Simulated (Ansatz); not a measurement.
System: SiHCl, charge 1, doublet. SiHCl+ (parent SMILES Cl[SiH], doublet).
B3LYP-D3(BJ)/def2-TZVP minimum from Ansatz (a quantum-chemistry and plane-wave program):
```xyz
3

Si     0.8020    -0.1976     0.6060
H      2.0633    -0.5101    -0.1563
Cl    -0.7818     0.1927    -0.4898
```
Charge +1, spin multiplicity 2.

Hartree-Fock and CCSD correlation energies in hartree (Ansatz). Open shells are spin-unrestricted; no spin-orbit coupling. Cores are frozen in correlated methods. No relativity. The spin of HClSi+ (parent SMILES [SiH]Cl, doublet) was assumed, and the state is the lowest solution found for it.

```tsv
basis	X	E(HF)	E(corr, CCSD)
cc-pV(T+d)Z	3	-748.74510	-0.28815
cc-pV(Q+d)Z	4	-748.75196	-0.31033
cc-pV(5+d)Z	5	-748.75319	withheld
```

Q: Fit E(corr) = E∞ + A/X³ to X = 3 and 4, predict X = 5, and compare with the run.

A: A = (-0.28815 - (-0.31033))/(1/27 - 1/64) = 1.0359; E∞ = -0.31033 - A/64 = -0.32652; at X = 5, E∞ + A/125 = -0.31823. The run gave -0.31772, 0.51 mEh above the prediction. The same form on X = 4 and 5 gives E∞ = -0.32547, 1.04 mEh above the first estimate.
